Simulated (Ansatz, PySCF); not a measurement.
Bond stretch in GeNa (anion, charge -1), lowest triplet found (which spin is the ground state isn't settled by this scan).

Levels: UKS-LDA (SVWN5)/6-31G* = unrestricted LDA (SVWN5)/6-31G*, spherical d (PySCF); ROHF/aug-cc-pVDZ (Ansatz, a program for electronic structure); ROMP2 = MP2 on ROHF/aug-cc-pVDZ, cores with 3d frozen run with Ansatz.

Energies are in kcal/mol, each relative to the lowest point of its own curve between 2.61 and 3.84 Å, where full CI is lowest.

```tsv
R / Å	UKS-LDA (SVWN5)/6-31G*	ROHF	ROMP2
2.08	31.5	43.9	42.5
2.23	16.3	25.6	24.0
2.36	[?]	15.2	13.6
2.47	[?]	9.3	[?]
2.61	1.2	4.4	3.2
2.71	0.3	2.3	1.3
2.79	0.0	1.2	0.5
2.87	0.1	0.5	0.1
2.95	0.4	0.1	0.0
3.09	1.4	0.0	0.5
3.26	3.1	[?]	2.0
3.41	4.8	1.2	3.6
3.62	7.2	2.4	6.2
3.84	9.6	3.8	9.0
4.19	12.9	6.0	13.1
4.60	16.0	[?]	17.3
5.09	18.5	10.2	21.3
5.68	20.4	11.9	24.8
6.35	21.4	13.3	27.6
7.16	[?]	—	—
```

Complete the blanks.


- 2.36, UKS-LDA (SVWN5)/6-31G*: 8.3
- 2.47, UKS-LDA (SVWN5)/6-31G*: 4.1
- 2.47, ROMP2: 7.8
- 3.26, ROHF: 0.5
- 4.60, ROHF: 8.1
- 7.16, UKS-LDA (SVWN5)/6-31G*: 21.8

Dashes: no converged value, or the column stops at the first point that the program doubted or that broke a chosen test of continuity, which isn't proof of a fault.

The unrestricted determinant behind UKS-LDA (SVWN5)/6-31G* is spin-contaminated at 2.08 to 9.70 Å (<S²> up to 2.6, against 2.00 for a pure triplet). Where the anion isn't bound against loss of the electron, the finite basis alone holds it. The T1 diagnostic of CCSD on the restricted reference of ROMP2 exceeds 0.045 at 2.08 to 6.35 Å.
